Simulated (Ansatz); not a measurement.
A set of 12 reactions (silylene extrusion), with CCSD(T)/CBS values in kJ/mol:

```tsv
reaction	ΔE
`C=C[Si](C)(F)Cl` → `C[Si]F` + `C=CCl`	373.9
`P[SiH2][SeH]` → `P[SeH]` + `[SiH2]`	304.7
`Br[Si](Br)(Br)Br` → Br₂ + `Br[Si]Br`	410.6
`O[SiH2]OCS` → `OCS` + `O[SiH]`	309.1
`C[SiH](F)N[SiH3]` → `C[Si]F` + `N[SiH3]`	279.5
`O[SiH](F)S` → `OF` + `[SiH]S`	842.4
`FC#C[SiH3]` → `C#CF` + `[SiH2]`	278.9
`C[Si](C)(C)C` → `CC` + `C[Si]C`	278.7
`[SiH3][SiH2]S` → SiH₄ + `[SiH]S`	161.9
`C=C(Cl)[SiH2]S` → `C=CCl` + `[SiH]S`	169.6
`C[SiH](Br)Br` → Br₂ + `C[SiH]`	529.7
`N[SiH]([SiH3])BF` → `FB[SiH3]` + `N[SiH]`	152.4
```

Gas-phase electronic energies from Ansatz, PBE0-D4/def2-TZVP geometries. CCSD(T)/CBS is the MP2 limit (def2-TZVPP, def2-QZVPP) plus CCSD(T) − MP2 in def2-TZVPP, frozen cores. This one scheme is used for every species. DFT in def2-TZVPP. B3LYP here is the variant with VWN-RPA as its local correlation; programs differ in this. For Br, Se outer-core shells are correlated without core-valence functions, which leaves a few kJ/mol of doubt a bond. Scalar relativity is left out up to krypton. One conformer a species, not always the lowest.

Task: Give the mean, mean absolute and largest difference (level minus CCSD(T)/CBS, kJ/mol) for: PBE0-D4, B3LYP-D4, ωB97X-V, ωB97M-V, B2PLYP, PBE, r2SCAN, PBE0, HF/def2-TZVPP, MP2/def2-TZVPP, CCSD/def2-TZVPP, MP2/def2-QZVPP, HF/CBS(def2), MP2/CBS(def2). (Best estimate.)

Result: Computed: 
```tsv
level	mean	mean absolute	largest
PBE0-D4	4.4	8.7	-22.2
B3LYP-D4	-13.4	13.4	-33.6
ωB97X-V	5.5	7.1	12.1
ωB97M-V	-9.2	9.2	-18.6
B2PLYP	-12.1	12.1	-27.1
PBE	-23.8	23.8	-69.0
r2SCAN	9.8	11.3	22.2
PBE0	-5.1	9.6	-27.5
HF/def2-TZVPP	-11.8	16.3	-29.1
MP2/def2-TZVPP	16.4	16.4	30.6
CCSD/def2-TZVPP	-9.2	9.2	-14.6
MP2/def2-QZVPP	20.8	20.8	41.7
HF/CBS(def2)	-11.9	17.4	33.1
MP2/CBS(def2)	24.1	24.1	46.5
```

The largest T1 diagnostic in the set is 0.016, for `[SiH]S` (customary mark 0.02).

CCSD(T)/CBS is a level of theory with its own doubt, and the functionals carry their triple-zeta basis error, so these figures describe this set and don't rank the functionals.
